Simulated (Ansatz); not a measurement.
Reaction (formal exchange of groups at the Si–Si bond): `O[Si](F)(F)[SiH3]` + BH₃ → `B[Si](O)(F)F` + SiH₄

Computed with Ansatz on PBE0-D4/def2-TZVP structures; ΔE is electronic, products minus reactants. CCSD(T)/CBS adds triple-zeta CCSD(T) − MP2 to the extrapolated MP2 energy (def2 sets, frozen cores). This one scheme is used for every species. Functionals use def2-TZVPP. B3LYP here is the variant with VWN-RPA as its local correlation; programs differ in this. Each species was taken in one conformer, which may not be the lowest.

```tsv
level	ΔE (kJ/mol)
r2SCAN-D4	12.7
B3LYP-D4	12.6
RPA@PBE/def2-TZVPP	8.4
CCSD/def2-TZVPP	8.1
```

(1) What does CCSD(T)/CBS give? (Estimate.)

(2) What do rigid-rotor, harmonic-oscillator terms from PBE0-D4/def2-TZVP frequencies (298.15 K, 1 bar) make of the CCSD(T)/CBS value? (An estimate is asked.)

Largest T1 diagnostic among the species: 0.013.

Results:

(1) Computed: +11.3 kJ/mol. The listed levels differ from it by 1.4, 1.3, -2.9, -3.2 kJ/mol.

(2) Computed: ΔZPE = +0.2 kJ/mol, ΔH = +10.1 kJ/mol, ΔS = -2 J/(mol·K), ΔG = +10.6 kJ/mol.

In def2-TZVPP, CCSD(T) changes the Hartree–Fock value by +3.3 kJ/mol (the triples alone add +1.1 kJ/mol) and MP2 by +4.6 kJ/mol. The D4 term adds +3.3 kJ/mol with B3LYP and +1.9 kJ/mol with PBE0; it sums over pairs of atoms, weighted by their polarisabilities, and B3LYP, whose exchange is more repulsive, gets the larger term.
